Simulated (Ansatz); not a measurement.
Job for Ansatz (a program for electronic structure): U-CCSD(T)/def2-TZVPP on SbP, 2S+1 = 3, a spin state set in the input, which need not be the lowest, a point of a bond scan (R = 2.364 Å). Elements past Kr take the def2 small-core potentials; no spin–orbit coupling.

Ansatz 0.2 input:
```yaml
crystal:
  periodic: [false, false, false]
  atoms:
    - {symbol: P, position_ang: [0.00000000, 0.00000000, 0.00000000]}
    - {symbol: Sb, position_ang: [0.00000000, 0.00000000, 2.36419600]}
basis:
  gaussian:
    orbitals: def2-TZVPP
magnetization: {spin_polarized: true, initial_magnetization: 2}
correlation: {method: ccsd_t, electrons: valence}
output: {orbitals: {seedname: ./end}}
```

Program output:

```
WARN ansatz: RAYON_NUM_THREADS=2 ignored (pool sized by the plan → 2); use --threads N
Functional definition: HF
integrals: 0.14 GiB planned
717 factors; integrals over basis functions are off by at most 7.9e-4 eV
mean field: 0.25 GiB planned
mean field evaluation 1: about -15780.5272 eV, gradient 6.7e0 eV
mean field evaluation 2: about -15780.5369 eV, gradient 6.7e0 eV
mean field evaluation 4: about -15781.0168 eV, gradient 1.6e0 eV
mean field evaluation 8: about -15781.0659 eV, gradient 3.1e-1 eV
mean field evaluation 16: about -15781.1445 eV, gradient 5.0e-4 eV
mean field evaluation 32: about -15780.4924 eV, gradient 1.7e0 eV
mean field evaluation 64: about -15780.0523 eV, gradient 3.4e0 eV
mean field evaluation 96: about -15780.9922 eV, gradient 2.5e-1 eV
mean field evaluation 128: about -15781.0277 eV, gradient 3.2e-1 eV
mean field evaluation 160: about -15781.0107 eV, gradient 8.8e-2 eV
mean field evaluation 192: about -15781.1445 eV, gradient 1.3e-6 eV
mean field evaluation 224: about -15778.9406 eV, gradient 1.1e1 eV
mean field evaluation 256: about -15781.1445 eV, gradient 5.9e-3 eV
mean field evaluation 288: about -15781.0219 eV, gradient 5.8e0 eV
mean field evaluation 320: about -15782.1461 eV, gradient 2.0e-6 eV
mean field evaluation 352: about -15780.9891 eV, gradient 3.2e-1 eV
mean field evaluation 384: about -15781.0074 eV, gradient 1.9e-1 eV
mean field evaluation 416: about -15777.8684 eV, gradient 4.4e0 eV
mean field evaluation 448: about -15781.0062 eV, gradient 9.6e-2 eV
mean field evaluation 480: about -15781.7787 eV, gradient 4.1e0 eV
mean field evaluation 512: about -15782.0699 eV, gradient 8.5e-1 eV
mean field evaluation 544: about -15780.4834 eV, gradient 4.8e0 eV
mean field evaluation 576: about -15781.1445 eV, gradient 3.3e-3 eV
mean field evaluation 608: about -15781.1445 eV, gradient 3.2e-3 eV
mean field evaluation 640: about -15781.1445 eV, gradient 4.3e-3 eV
mean field evaluation 672: about -15780.7188 eV, gradient 2.7e-1 eV
mean field evaluation 704: about -15780.6238 eV, gradient 5.2e0 eV
mean field evaluation 736: about -15777.4841 eV, gradient 7.9e0 eV
mean field evaluation 768: about -15781.0077 eV, gradient 1.8e-1 eV
mean field evaluation 800: about -15781.0247 eV, gradient 2.6e-1 eV
mean field evaluation 832: about -15780.9676 eV, gradient 4.5e-1 eV
mean field evaluation 864: about -15781.0033 eV, gradient 1.7e-1 eV
mean field evaluation 896: about -15778.5780 eV, gradient 7.3e0 eV
mean field evaluation 928: about -15781.0060 eV, gradient 9.3e-2 eV
mean field evaluation 960: about -15781.0369 eV, gradient 4.3e-1 eV
mean field evaluation 992: about -15779.7022 eV, gradient 1.1e-1 eV
mean field evaluation 1024: about -15779.6182 eV, gradient 6.0e-1 eV
mean field evaluation 1056: about -15779.4194 eV, gradient 1.4e0 eV
mean field evaluation 1088: about -15778.7734 eV, gradient 5.8e0 eV
mean field evaluation 1120: about -15778.1014 eV, gradient 3.1e-3 eV
mean field evaluation 1152: about -15781.7300 eV, gradient 3.5e-2 eV
mean field evaluation 1184: about -15780.9981 eV, gradient 1.7e-1 eV
mean field evaluation 1216: about -15781.7258 eV, gradient 1.7e-1 eV
mean field -15782.14614176 eV, -579.9831731869 hartree, gradient 2.0e-6 eV, S^2 2.704295; 20 other end points of the search recorded, 0 dependent functions left out
determinant -15782.14614176 eV, -579.9831731869 hartree, with singles and doubles -15793.73274159 eV, -580.4089728769 hartree
determinant -15782.12966651 eV, -579.9825677326 hartree, with singles and doubles -15793.71106365 eV, -580.4081762272 hartree
determinant -15781.14452173 eV, -579.9463643298 hartree, with singles and doubles -15793.17497179 eV, -580.3884752148 hartree
determinant -15780.73341609 eV, -579.9312564759 hartree, with singles and doubles -15792.58304605 eV, -580.3667223450 hartree
determinant -15780.73209458 eV, -579.9312079116 hartree, with singles and doubles -15792.61480016 eV, -580.3678892870 hartree
determinant -15779.70304054 eV, -579.8933908728 hartree, with singles and doubles -15791.13462016 eV, -580.3134936756 hartree
determinant -15779.66509143 eV, -579.8919962689 hartree, with singles and doubles -15791.01307656 eV, -580.3090270303 hartree
determinant -15778.92834139 eV, -579.8649212042 hartree, with singles and doubles -15791.46959084 eV, -580.3258036208 hartree
determinant -15782.14614176 eV, -579.9831731869 hartree, with singles and doubles -15793.74921634 eV, -580.4095783128 hartree
determinant -15782.12966651 eV, -579.9825677326 hartree, with singles and doubles -15793.73136787 eV, -580.4089223935 hartree
determinant -15781.73004419 eV, -579.9678818830 hartree, with singles and doubles -15793.78551978 eV, -580.4109124396 hartree
9 core orbitals not correlated
reference -15782.14614176 eV, -579.9831731869 hartree; 11, 9 occupied and 72, 74 virtual orbitals, 717 factors
second order -10.92430143 eV of doubles, -0.00000000 eV of singles
coupled cluster: 0.45 GiB planned
cycle   1  -11.60307524 eV  change   -6.6e-7 eV  update   3.1e-6
coupled cluster: 0.45 GiB planned
perturbative correction -0.54836664 eV, -0.0201521025 hartree
WARN: the results are in doubt because among natural orbitals full CI differs from the method by -0.115 eV
Total energy: -15794.29758365 eV, -580.4297304397 hartree
In doubt: among natural orbitals full CI differs from the method by -0.115 eV
```

Self-consistency was reached. Its determinant has ⟨S²⟩ = 2.70, a mixture of spin states.

Warnings raised: large difference.

Cost: very roughly 2.8 core-minutes.
